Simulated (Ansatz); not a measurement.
Input file for Ansatz (a first-principles code): U-r2SCAN/def2-TZVPP on C2H4N (SMILES [CH]=NC), 2S+1 = 2, atoms moved off the minimum.

Ansatz 0.2 input:
```yaml
crystal:
  periodic: [false, false, false]
  atoms:
    - {symbol: C, position_ang: [1.27877673, -0.07004709, -0.18800253]}
    - {symbol: N, position_ang: [0.27138840, -0.43893171, -0.30953995]}
    - {symbol: C, position_ang: [-1.03459986, 0.29441348, 0.20534894]}
    - {symbol: H, position_ang: [1.87125030, 0.70364796, 0.38404301]}
    - {symbol: H, position_ang: [-1.73030831, 0.60883444, -0.62212626]}
    - {symbol: H, position_ang: [-1.58442436, -0.41992345, 0.84099759]}
    - {symbol: H, position_ang: [-0.87289916, 1.12251836, 0.88930288]}
basis:
  gaussian:
    orbitals: def2-TZVPP
hamiltonian:
  xc: {name: r2SCAN}
magnetization: {spin_polarized: true, initial_magnetization: 1}
output: {forces: true}
```

Output:

```
WARN ansatz: RAYON_NUM_THREADS=1 ignored (pool sized by the plan → 1); use --threads N
Functional definition: r2SCAN
integrals: 0.04 GiB planned
751 factors; their error is unknown
mean field: 0.57 GiB planned
mean field evaluation 1: about -3616.4450 eV, gradient 4.2e1 eV
mean field evaluation 2: about -3606.7826 eV, gradient 6.1e1 eV
mean field evaluation 4: about -3624.2891 eV, gradient 3.5e0 eV
mean field evaluation 8: about -3624.3534 eV, gradient 1.8e-1 eV
mean field evaluation 16: about -3624.3356 eV, gradient 6.4e-4 eV
mean field -3624.33555821 eV, -133.1918751014 hartree, gradient 3.5e-5 eV, S^2 0.756469; 0 other end points of the search recorded, 0 dependent functions left out
the calculation of the forces begins
reference -3624.33556995 eV, -133.1918755329 hartree; 12, 11 occupied and 137, 138 virtual orbitals, 751 factors
Total energy: -3624.33556995 eV, -133.1918755329 hartree
Atom 0 at     1.278777    -0.070047    -0.188003 Å, force    17.627226     5.826938     2.607004 eV/Å
Atom 1 at     0.271388    -0.438932    -0.309540 Å, force   -17.961367    -4.373162    -1.812175 eV/Å
Atom 2 at    -1.034600     0.294413     0.205349 Å, force    -1.060151    -1.010082    -0.003606 eV/Å
Atom 3 at     1.871250     0.703648     0.384043 Å, force    -0.653013    -0.320879    -0.556189 eV/Å
Atom 4 at    -1.730308     0.608834    -0.622126 Å, force     1.096683    -0.463424     0.550388 eV/Å
Atom 5 at    -1.584424    -0.419923     0.840998 Å, force     0.208522    -0.108163    -0.551169 eV/Å
Atom 6 at    -0.872899     1.122518     0.889303 Å, force     0.742101     0.448773    -0.234252 eV/Å
Dipole moment:    -0.186956     0.302539     0.223542 e Å
```

The run converged.

Cost: around 2.1 core-seconds (rough).
